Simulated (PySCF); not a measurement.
A structure optimised at PBE0-D3(BJ)/def2-SVPD, used in a PySCF frequency run:

```
In
Cl 1 2.4877
Cl 1 2.4877 2 108.24
Cl 1 2.4877 2 108.24 3 -117.11
```
Charge -1, spin multiplicity 2.

Task: Write its SMILES, formula and point group.

Result: [Cl][In-]([Cl])[Cl], Cl3In, C3v

Task: What are its rotational constants (standard atomic weights)?

Result: 1.5285, 1.5285, 0.87722 GHz
